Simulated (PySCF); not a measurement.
**`InChI=1S/C6H9FS/c1-6(8)2-3-4(6)5(3)7/h3-5,8H,2H2,1H3/t3-,4+,5+,6-/m0/s1`**

Molfile (atoms numbered from 1):
```
C6H9FS
     RDKit          3D

 17 18  0  0  0  0  0  0  0  0999 V2000
    1.1712    0.8669   -1.0353 C   0  0  0  0  0  0  0  0  0  0  0  0
    0.6427   -0.2010   -0.0988 C   0  0  2  0  0  0  0  0  0  0  0  0
    2.0163   -1.3263    0.3900 S   0  0  0  0  0  0  0  0  0  0  0  0
   -0.6184   -0.9966   -0.5215 C   0  0  0  0  0  0  0  0  0  0  0  0
   -1.2970   -0.5821    0.7783 C   0  0  2  0  0  0  0  0  0  0  0  0
   -1.3786    0.9078    0.8143 C   0  0  1  0  0  0  0  0  0  0  0  0
   -2.0623    1.4575    1.8547 F   0  0  0  0  0  0  0  0  0  0  0  0
   -0.0851    0.2396    1.1668 C   0  0  2  0  0  0  0  0  0  0  0  0
    1.5363    0.4141   -1.9556 H   0  0  0  0  0  0  0  0  0  0  0  0
    0.3905    1.5799   -1.2897 H   0  0  0  0  0  0  0  0  0  0  0  0
    1.9902    1.4047   -0.5628 H   0  0  0  0  0  0  0  0  0  0  0  0
    2.3027   -1.7197   -0.8497 H   0  0  0  0  0  0  0  0  0  0  0  0
   -0.4465   -2.0676   -0.5959 H   0  0  0  0  0  0  0  0  0  0  0  0
   -1.1037   -0.6434   -1.4318 H   0  0  0  0  0  0  0  0  0  0  0  0
   -1.9238   -1.2091    1.3878 H   0  0  0  0  0  0  0  0  0  0  0  0
   -1.5195    1.5081   -0.0771 H   0  0  0  0  0  0  0  0  0  0  0  0
    0.3779    0.3794    2.1291 H   0  0  0  0  0  0  0  0  0  0  0  0
  1  2  1  0
  2  3  1  1
  2  4  1  0
  4  5  1  0
  5  6  1  0
  6  7  1  0
  6  8  1  0
  8  2  1  0
  8  5  1  0
  1  9  1  0
  1 10  1  0
  1 11  1  0
  3 12  1  0
  4 13  1  0
  4 14  1  0
  5 15  1  1
  6 16  1  6
  8 17  1  1
M  END
```

Method used: TDDFT CAM-B3LYP/def2-SVPD circular dichroism and optical rotation, one conformer, gas phase (PySCF 2.14.0). Geometry: GFN2-xTB.

The molecule is flexible and this is one conformer; a measurement averages over conformers.

(1) Draw the ECD and absorption spectra from the lowest 8 states, each a Gaussian of half-width 0.25 eV at 1/e height.

## Answers

(1) 
| E (eV) | λ (nm) | Δε (L mol⁻¹ cm⁻¹) | ε (L mol⁻¹ cm⁻¹) |
| --- | --- | --- | --- |
| 4.94 | 251 | +0.01 | 2.95 |
| 5.04 | 246 | +0.03 | 12.5 |
| 5.14 | 241 | +0.08 | 38.2 |
| 5.24 | 237 | +0.17 | 85.1 |
| 5.34 | 232 | +0.28 | 137 |
| 5.44 | 228 | +0.32 | 161 |
| 5.54 | 224 | +0.28 | 139 |
| 5.64 | 220 | +0.16 | 95.7 |
| 5.74 | 216 | +0.04 | 94.9 |
| 5.84 | 212 | -0.11 | 231 |
| 5.94 | 209 | -0.36 | 613 |
| 6.04 | 205 | -0.75 | 1240 |
| 6.14 | 202 | -1.10 | 1830 |
| 6.24 | 199 | -1.18 | 1950 |
| 6.34 | 196 | -0.92 | 1520 |
| 6.44 | 192 | -0.52 | 857 |
| 6.54 | 190 | -0.21 | 352 |
| 6.64 | 187 | -0.06 | 106 |
| 6.74 | 184 | -0.03 | 30.9 |
| 6.84 | 181 | -0.08 | 53.5 |
| 6.94 | 179 | -0.34 | 222 |
| 7.04 | 176 | -1.11 | 726 |
| 7.14 | 174 | -2.59 | 1770 |
| 7.24 | 171 | -4.35 | 3230 |
| 7.34 | 169 | -5.21 | 4450 |
| 7.44 | 167 | -4.43 | 4690 |
| 7.54 | 164 | -2.80 | 3880 |
| 7.64 | 162 | -1.54 | 2790 |
| 7.74 | 160 | -0.77 | 2170 |

Δε uses R in velocity form, ε uses f in length form. Only the states computed contribute, so the short-wavelength end is incomplete.
